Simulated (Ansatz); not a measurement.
CH5ClNNbO, SMILES `[CH3][Nb]([NH2])(=[O])[Cl]`, 10 atoms. Charge 0, multiplicity 1. Correlated methods include outer-core shells of Nb, which these sets cover unevenly. Nb takes the def2 core potential. All runs use 4 threads of an Intel Xeon 6975P-C on a shared host. Correlated methods freeze the cores.

Task: Give the basis size and wall time and peak host memory of each of these runs in Ansatz. RHF-CCSD(T)/def2-TZVPP energy; RKS PBE0-D4/def2-TZVP frequencies; RKS PBE0-D4/def2-QZVPP energy; RKS PBE0-D4/def2-TZVP relaxation (8 steps); RKS B97M-V/def2-TZVPP energy; RKS PBE0-D4/def2-SVP energy; RHF-MP2/def2-QZVPP energy; RKS ωB97M-V/def2-TZVPP energy and forces; RKS CAM-B3LYP-D4/def2-TZVPP energy; RHF-CCSD(T)/def2-SVP energy; RKS B3LYP-D4/def2-TZVPP energy and forces; RKS ωB97M-V/def2-SVP energy. (Estimate.)

Result: Ansatz gave: Other jobs shared the machine, so times are rough.

```json
{"level": "RKS PBE0-D4/def2-SVP", "job": "energy", "functions": "116", "wall time": "0.75 s", "peak host memory (GiB)": "0.3"}
{"level": "RKS CAM-B3LYP-D4/def2-TZVPP", "job": "energy", "functions": "261", "wall time": "2.2 s", "peak host memory (GiB)": "0.8"}
{"level": "RKS ωB97M-V/def2-SVP", "job": "energy", "functions": "116", "wall time": "2.8 s", "peak host memory (GiB)": "0.42"}
{"level": "RKS B3LYP-D4/def2-TZVPP", "job": "energy and forces", "functions": "261", "wall time": "3 s", "peak host memory (GiB)": "0.79"}
{"level": "RKS PBE0-D4/def2-QZVPP", "job": "energy", "functions": "472", "wall time": "4.7 s", "peak host memory (GiB)": "1.7"}
{"level": "RKS B97M-V/def2-TZVPP", "job": "energy", "functions": "261", "wall time": "5 s", "peak host memory (GiB)": "0.48"}
{"level": "RHF-CCSD(T)/def2-SVP", "job": "energy", "functions": "116", "wall time": "6 s", "peak host memory (GiB)": "0.74"}
{"level": "RKS ωB97M-V/def2-TZVPP", "job": "energy and forces", "functions": "261", "wall time": "6.5 s", "peak host memory (GiB)": "1"}
{"level": "RHF-MP2/def2-QZVPP", "job": "energy", "functions": "472", "wall time": "13 s", "peak host memory (GiB)": "2.8"}
{"level": "RKS PBE0-D4/def2-TZVP", "job": "relaxation (8 steps)", "functions": "200", "wall time": "18 s", "peak host memory (GiB)": "0.6"}
{"level": "RHF-CCSD(T)/def2-TZVPP", "job": "energy", "functions": "261", "wall time": "85 s", "peak host memory (GiB)": "7.8"}
{"level": "RKS PBE0-D4/def2-TZVP", "job": "frequencies", "functions": "200", "wall time": "89 s", "peak host memory (GiB)": "0.61"}
```

B3LYP here is the variant with VWN-RPA as its local correlation; programs differ in this.
